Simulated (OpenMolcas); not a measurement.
## Mn II: effect of the IPEA shift

```json
{
 "Program": "OpenMolcas 26.06",
 "Basis": "ANO-RCC-VTZP [6s5p3d2f1g]",
 "Scalar Hamiltonian": "DKH2, point nucleus",
 "Active space": "6 electrons in 6 orbitals (3d 4s)",
 "State averaging": "2S+1 = 7 even, 1 root; 2S+1 = 5 even, 18 roots kept (CI in the orbitals of an earlier block); 2S+1 = 3 even, 9 roots kept (CI in the orbitals of an earlier block)",
 "Spin-orbit coupling": "state interaction with AMFI integrals over the reference wave functions, term energies averaged over their components"
}
```

Methods on the same reference wave functions:
A. CASSCF
B. SS-CASPT2, IPEA 0 Eh, imaginary shift 0.1 Eh (closed shells correlated: 3s 3p)
C. SS-CASPT2, IPEA 0.25 Eh, imaginary shift 0.1 Eh (closed shells correlated: 3s 3p)

Energies in cm-1 above 3d5 4s 7S3, the measured ground level; measured values from NIST Handbook of Basic Atomic Spectroscopic Data.

```json
{"Level": "3d5 4s 7S3", "A": "0.0", "B": "0.0", "C": "0.0", "Measured": "0.0"}
{"Level": "3d5 4s 5S2", "A": "12276", "B": "8550", "C": "9230", "Measured": "9473"}
{"Level": "3d5 4s 5G4", "A": "33638", "B": "29670", "C": "29730", "Measured": "27584"}
{"Level": "3d5 4s 5G5", "A": "33638", "B": "29670", "C": "29730", "Measured": "27571"}
{"Level": "3d5 4s 5G3", "A": "33638", "B": "29670", "C": "29730", "Measured": "27588"}
{"Level": "3d5 4s 5G2", "A": "33638", "B": "29670", "C": "29730", "Measured": "27589"}
{"Level": "3d5 4s 5G6", "A": "33638", "B": "29670", "C": "29730", "Measured": "27547"}
```

Deviations, from unrounded energies. A percentage is the sum of absolute deviations over the sum of measured energies, with the sign that they share, or ± where signs differ.

```tsv
Against measurement	Levels	A	B	C
mean absolute deviation (cm-1)	6	5500	1900	1800
other terms of the ground configuration (%)	6	+22.5	±7.7	±7.5
```

B, C lie about equally close to measurement and A furthest from it. The largest miss of C in the table is 3d5 4s 5G6, by +2200 cm-1. The ranking rests on the paired levels alone, and a cruder setting can come out closer through cancelling errors.

Between B and C the level of the table that moves most is 3d5 4s 5S2, by 680 cm-1 (lowest in B, highest in C). Moves below CASPT2's spread within the term are not significant.

The mean deviations of B to C differ by less than CASPT2's widest spread within a term (130 cm-1), so their order carries little weight.

From A to B the spin-free energies of the other terms of 3d5 4s shown, above 7S, scale by factors of 0.70 to 0.88.

The lowest spin-free term lies below A's lowest term by 0.463 hartree in B, 0.448 hartree in C.

CASPT2 breaks the degeneracy within a term, and the mean is taken; among the terms shown or strongly mixed into the levels shown the widest spread is 130 cm-1 (3d5 4s 5G, C). Terms from blocks run as CI alone lack orbitals of their own. No level of 3d6 was computed, though it lies in the active space. Without dynamic correlation excited terms often stand tens of per cent too high (terms of higher spin than the ground term too low), and those without a measured partner can miss by more than the paired ones (holds for A). Computed and measured levels are paired by configuration, term and J; levels that our copy of the source lacks, or whose pairing is in doubt (as where it misses far off the trend of its configuration), stay unpaired and out of the deviations. Levels of configurations outside the active space are missing. Levels that lie high or do not pair safely by name in every column are left out.
